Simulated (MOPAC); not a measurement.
MOPAC input (AM1):

```
AM1 FORCE THERMO(298,298) PRECISE LET GEO-OK AUX(PRECISION=9) THREADS=1
Br2F2Si

F    -0.00589753 1    1.82461897 1   -1.13835921 1
Si   -0.01198063 1    0.73670491 1    0.05198014 1
F    -0.05060173 1    1.64594158 1    1.38325336 1
Br    1.83299466 1   -0.60474793 1   -0.01036444 1
Br   -1.81242433 1   -0.65926889 1   -0.07885520 1
```

From the output:

```
    Br    5   0.338072   1.435848   0.338081   0.170306   2.027583

          HEAT OF FORMATION =    -224.580591 KCALS/MOLE

          ZERO POINT ENERGY       5.720 KCAL/MOL

           NORMAL COORDINATE ANALYSIS (Total motion = 1 Angstrom)

   Root No.       1         2         3         4         5         6         7         8

                 1 A1      1 A2      1 B1      1 B2      2 A1      3 A1      2 B2      4 A1

                  92.1     168.7     218.7     227.3     228.0     341.0     422.8    1106.5

           1   -0.1019    0.0000    0.2183   -0.0000    0.0216   -0.2127    0.0000    0.3472
           2    0.1625   -0.0000   -0.2096    0.0000    0.3793   -0.0901   -0.0000   -0.0037
           3   -0.0000   -0.4292    0.0000    0.3505   -0.0000   -0.0000   -0.0887    0.0000
           4   -0.1033   -0.0000    0.2177    0.0000    0.0195   -0.2023   -0.0000   -0.1873
           5    0.1305   -0.0000    0.1724   -0.0000   -0.0246    0.2554    0.0000    0.2365
           6   -0.0000    0.0000   -0.0000   -0.0441   -0.0000   -0.0000    0.6171   -0.0000
           7   -0.1348   -0.0000   -0.1540   -0.0000   -0.3742    0.1364    0.0000   -0.0760
           8    0.1364    0.0000    0.2605    0.0000    0.0658    0.1864   -0.0000   -0.3388
           9   -0.0000    0.4292   -0.0000    0.3505   -0.0000   -0.0000   -0.0887    0.0000
          10    0.0463   -0.0555   -0.0459    0.0637    0.0385    0.0446    0.0336    0.0007
          11   -0.0585   -0.0439   -0.0364   -0.0805   -0.0486   -0.0563   -0.0425   -0.0008
          12    0.2123   -0.0000    0.0000   -0.0756   -0.0840   -0.0780   -0.0874   -0.0017
          13    0.0463    0.0555   -0.0459   -0.0637    0.0385    0.0446   -0.0336    0.0007
          14   -0.0585    0.0439   -0.0364    0.0805   -0.0486   -0.0563    0.0425   -0.0008
          15   -0.2123   -0.0000   -0.0000   -0.0756    0.0840    0.0780   -0.0874    0.0017

   Root No.       9

                 2 B1

                1196.0

           1   -0.3265
           2   -0.0003
           3   -0.0000
           4    0.2719
           5    0.2154
           6   -0.0000
           7   -0.0750
           8   -0.3177
           9    0.0000
          10   -0.0001
          11   -0.0000
          12    0.0000
          13   -0.0001
          14   -0.0000
          15    0.0000

           MASS-WEIGHTED COORDINATE ANALYSIS (NORMAL COORDINATES)

   Root No.       1         2         3         4         5         6         7         8

                 1 A1      1 A2      1 B1      1 B2      2 A1      3 A1      2 B2      4 A1

                  92.1     168.7     218.7     227.3     228.0     341.0     422.8    1106.5

           1   -0.1386    0.0000    0.3823   -0.0000    0.0350   -0.3553    0.0000    0.5665
           2    0.2211   -0.0000   -0.3671    0.0000    0.6138   -0.1505   -0.0000   -0.0060
           3   -0.0000   -0.6699    0.0000    0.5647   -0.0000   -0.0000   -0.1085    0.0000
           4   -0.1709   -0.0000    0.4636    0.0000    0.0383   -0.4109   -0.0000   -0.3715
           5    0.2158   -0.0000    0.3671   -0.0000   -0.0483    0.5188    0.0000    0.4691
           6   -0.0000    0.0000   -0.0000   -0.0863   -0.0000   -0.0000    0.9183   -0.0000
           7   -0.1834   -0.0000   -0.2697   -0.0000   -0.6055    0.2279    0.0000   -0.1239
           8    0.1855    0.0000    0.4563    0.0000    0.1065    0.3114   -0.0000   -0.5528
           9   -0.0000    0.6699   -0.0000    0.5647   -0.0000   -0.0000   -0.1085    0.0000
          10    0.1292   -0.1775   -0.1649    0.2106    0.1277    0.1529    0.0844    0.0022
          11   -0.1631   -0.1406   -0.1306   -0.2659   -0.1613   -0.1930   -0.1066   -0.0028
          12    0.5923   -0.0000    0.0000   -0.2498   -0.2789   -0.2673   -0.2193   -0.0055
          13    0.1292    0.1775   -0.1649   -0.2106    0.1277    0.1529   -0.0844    0.0022
          14   -0.1631    0.1406   -0.1306    0.2659   -0.1613   -0.1930    0.1066   -0.0028
          15   -0.5922   -0.0000   -0.0000   -0.2498    0.2789    0.2673   -0.2193    0.0055

   Root No.       9

                 2 B1

                1196.0

           1   -0.5221
           2   -0.0004
           3   -0.0000
           4    0.5287
           5    0.4187
           6   -0.0000
           7   -0.1200
           8   -0.5081
           9    0.0000
          10   -0.0002
          11   -0.0001
          12    0.0000
          13   -0.0002
          14   -0.0001
          15    0.0000

          DESCRIPTION OF VIBRATIONS

 VIBRATION          1    1A1         ATOM PAIR     ENERGY CONTRIBUTION    RADIAL
 FREQUENCY            92.08         Si2 -- Br4         +31.3% (211.4%)      5.7%
 TRANSITION DIPOLE   0.9274         Si2 -- Br5         +31.3% (211.4%)      5.7%
 TRAVEL (Ang.)       0.1706         F 1 -- Si2         +18.7% (163.1%)     97.4%
 REDUCED MASS       25.1509         Si2 -- F 3         +18.7% (163.1%)     97.4%
 EFFECTIVE MASS     84.0143
 FORCE CONSTANT      0.1256

 VIBRATION          2    1A2         ATOM PAIR     ENERGY CONTRIBUTION    RADIAL
 FREQUENCY           168.66         Si2 -- F 3         +49.3% ( 70.3%)      0.0%
 TRANSITION DIPOLE   0.0000         F 1 -- Si2         +49.3% ( 70.3%)      0.0%
 TRAVEL (Ang.)       0.2226         Si2 -- Br5          +0.7% (  8.1%)      0.0%
 REDUCED MASS        8.0707         Si2 -- Br4          +0.7% (  8.1%)      0.0%
 EFFECTIVE MASS     23.3234
 FORCE CONSTANT      0.1353

 VIBRATION          3    1B1         ATOM PAIR     ENERGY CONTRIBUTION    RADIAL
 FREQUENCY           218.73         Si2 -- Br4         +31.5% (221.7%)      0.0%
 TRANSITION DIPOLE   2.2966         Si2 -- Br5         +31.5% (221.7%)      0.0%
 TRAVEL (Ang.)       0.2138         F 1 -- Si2         +18.5% (169.7%)      1.2%
 REDUCED MASS        6.7456         Si2 -- F 3         +18.5% (169.7%)      1.2%
 EFFECTIVE MASS     30.1682
 FORCE CONSTANT      0.1902

 VIBRATION          4    1B2         ATOM PAIR     ENERGY CONTRIBUTION    RADIAL
 FREQUENCY           227.27         F 1 -- Si2         +35.1% ( 50.4%)      0.0%
 TRANSITION DIPOLE   1.8466         Si2 -- F 3         +35.1% ( 50.4%)      0.0%
 TRAVEL (Ang.)       0.1826         Si2 -- Br5         +14.9% ( 32.8%)     79.0%
 REDUCED MASS        8.8952         Si2 -- Br4         +14.9% ( 32.8%)     79.0%
 EFFECTIVE MASS     38.4000
 FORCE CONSTANT      0.2707

 VIBRATION          5    2A1         ATOM PAIR     ENERGY CONTRIBUTION    RADIAL
 FREQUENCY           228.00         Si2 -- F 3         +35.0% ( 50.6%)      0.0%
 TRANSITION DIPOLE   1.3781         F 1 -- Si2         +35.0% ( 50.6%)      0.0%
 TRAVEL (Ang.)       0.1955         Si2 -- Br4         +15.0% ( 33.1%)     97.2%
 REDUCED MASS        7.7346         Si2 -- Br5         +15.0% ( 33.1%)     97.2%
 EFFECTIVE MASS     32.8065
 FORCE CONSTANT      0.2369

 VIBRATION          6    3A1         ATOM PAIR     ENERGY CONTRIBUTION    RADIAL
 FREQUENCY           340.98         Si2 -- Br4         +31.5% (142.2%)     64.4%
 TRANSITION DIPOLE   2.8209         Si2 -- Br5         +31.5% (142.2%)     64.4%
 TRAVEL (Ang.)       0.1481         F 1 -- Si2         +18.5% (108.9%)      0.7%
 REDUCED MASS        9.0195         Si2 -- F 3         +18.5% (108.9%)      0.7%
 EFFECTIVE MASS     38.0044
 FORCE CONSTANT      0.6179

 VIBRATION          7    2B2         ATOM PAIR     ENERGY CONTRIBUTION    RADIAL
 FREQUENCY           422.83         Si2 -- Br5         +26.6% ( 91.5%)     74.8%
```
